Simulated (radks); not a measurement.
Values are calculated unless marked as measured or tabulated.
Fractional charge and spin in the 3d shell of zinc: the spin-up occupation runs from 4 to 5 and the spin-down occupation from 4 to 5; the fullest corner is Zn, [Ar] 4s2 3d(up 5, down 5). Code: a radial shooting solver on a logarithmic mesh with Libxc functionals. Model: non-relativistic Kohn-Sham, r2SCAN, spin-polarised, spherical densities, point nucleus; meta-GGA in the generalised Kohn-Sham scheme. Energy (eV) minus the two flat planes that join the four corners (they meet along the diagonal where the two added fractions sum to one electron); zero is where a piecewise linear energy would lie.

down \ up,4,4.5,5
4,0.000,-2.385,0.000
4.5,-2.385,0.380,-1.962
5,0.000,-1.962,0.000

Corners above the fullest one (they belong to Zn+ and the next ion): (up 5, down 4) 18.439 eV, (up 4, down 5) 18.439 eV, (up 4, down 4) 55.840 eV. With half an added electron in each spin the energy lies 0.380 eV from the planes, and with half an added electron in spin up alone -2.385 eV. The planes are only a guide here: the flat-plane condition holds for ground states with one frontier orbital, while this shell lies below other occupied shells, so the corners above the fullest one are inner-hole states and not the ground states of those ions.
